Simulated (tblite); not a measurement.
C7H8O2S.
Geometry (GFN2-xTB, Å), atoms numbered from 1 in this order:
```
atom  x, y, z in Å
C1     3.523    0.825   -0.291
O2     2.876   -0.291    0.278
C3     1.541   -0.311    0.226
C4     0.759   -1.315    0.744
C5    -0.606   -1.077    0.552
C6    -0.876    0.097   -0.107
C7    -2.130    0.712   -0.495
C8    -3.380   -0.046   -0.107
O9    -2.166    1.770   -1.091
S10    0.598    0.940   -0.511
H11    3.300    0.904   -1.359
H12    3.212    1.750    0.205
H13    4.589    0.665   -0.144
H14    1.171   -2.174    1.239
H15   -1.371   -1.753    0.890
H16   -4.252    0.511   -0.439
H17   -3.419   -0.173    0.972
H18   -3.379   -1.029   -0.573
```

All values are computed: GFN2-xTB (tblite) harmonic vibrations without scaling, gas phase. This tight-binding method is rough: wavenumbers can miss measured ones by several per cent, in bad cases by 10 to 20. One conformer, not necessarily the lowest.

Harmonic wavenumbers (cm⁻¹): 61.5, 89.7, 115.9, 116.7, 137.8, 183.2, 213.8, 285.6, 310.2, 402.1, 446.4, 496.5, 542.3, 552.3, 585.7, 647.1, 710.2, 727.1, 792.4, 839.7, 947.4, 988.7, 1010.1, 1031.5, 1084.6, 1120.0, 1131.7, 1178.8, 1216.2, 1249.4, 1364.7, 1367.9, 1398.9, 1453.1, 1458.1, 1459.9, 1463.4, 1468.9, 1547.9, 1701.0, 2942.9, 2957.8, 3029.9, 3033.5, 3039.6, 3059.1, 3134.8, 3152.4.

A = 2934, B = 716.9, C = 580.3 MHz; mass 156.025 u (most abundant isotopes); point group Cs, symmetry number 1.

Question: What is the zero-point energy?

Answer: Half the sum of the wavenumbers: 29124 cm⁻¹ = 83.27 kcal/mol.

Question: Give the ideal-gas entropy at 500 K and 1 bar in the rigid-rotor, harmonic-oscillator model (classical rotation).

Answer: Translation 43.64, rotation 31.50, vibration 51.34: S = 126.5 cal/(mol K).

Question: And Cp and H(500 K) − H(0)?

Answer: Cp = 57.13 cal/(mol K), of which vibrations give 49.18 (their classical limit is 48 R = 95.4); H(500 K) − H(0) = 17.12 kcal/mol without the zero-point energy, 13.15 from vibrations.

Question: Blend soft modes into free rotors: weight 1/[1 + (100 cm⁻¹/ν̃)⁴] for the oscillator and the rest for a rotor with moment μB/(μ + B), μ = h/(8π²ν), B = 10⁻⁴⁴ kg m². What vibrational entropy results?

Answer: 48.32 cal/(mol K) in place of 51.34, which changes −T·S at 500 K by +1.51 kcal/mol.

Question: How do the functions run with temperature in this model?

Answer: 
```json
{"T (K)": "50", "S (cal/(mol K))": "59.4", "Cp (cal/(mol K))": "13.5", "H − H(0) (kcal/mol)": "0.49", "G − H(0) (kcal/mol)": "-2.48", "ln q(vib)": "0.36"}
{"T (K)": "100", "S (cal/(mol K))": "70.9", "Cp (cal/(mol K))": "19.9", "H − H(0) (kcal/mol)": "1.33", "G − H(0) (kcal/mol)": "-5.75", "ln q(vib)": "1.57"}
{"T (K)": "298.15", "S (cal/(mol K))": "101.6", "Cp (cal/(mol K))": "39.7", "H − H(0) (kcal/mol)": "7.26", "G − H(0) (kcal/mol)": "-23.03", "ln q(vib)": "7.13"}
{"T (K)": "373.15", "S (cal/(mol K))": "111.3", "Cp (cal/(mol K))": "46.8", "H − H(0) (kcal/mol)": "10.51", "G − H(0) (kcal/mol)": "-31.02", "ln q(vib)": "9.19"}
{"T (K)": "750", "S (cal/(mol K))": "152.5", "Cp (cal/(mol K))": "71.3", "H − H(0) (kcal/mol)": "33.32", "G − H(0) (kcal/mol)": "-81.09", "ln q(vib)": "18.98"}
{"T (K)": "1000", "S (cal/(mol K))": "174.4", "Cp (cal/(mol K))": "80.2", "H − H(0) (kcal/mol)": "52.33", "G − H(0) (kcal/mol)": "-122.03", "ln q(vib)": "24.83"}
```

q(vib) and H(0) count from the zero-point level.

Question: Which modes carry the vibrational entropy at 500 K?

Answer: 61.5 cm⁻¹: 5.43; 89.7 cm⁻¹: 4.68; 115.9 cm⁻¹: 4.18; 116.7 cm⁻¹: 4.16; 137.8 cm⁻¹: 3.84; 183.2 cm⁻¹: 3.28 cal/(mol K); the other 42 give 25.76 together.

Question: What must be added to the electronic energy to get the Gibbs energy at 500 K and 1 bar?

Answer: ZPE + [H(500 K) − H(0)] − T·S = 83.27 + 17.12 − 63.24 = 37.15 kcal/mol.

Hindered rotation and anharmonicity are outside this model. Other conformers, if any are populated, would add a mixing term that is left out.

Hardware: one thread of an Arm Neoverse V1, no GPU, shared host. Cost: 0.76 s wall. The figure is for the frequency step alone.
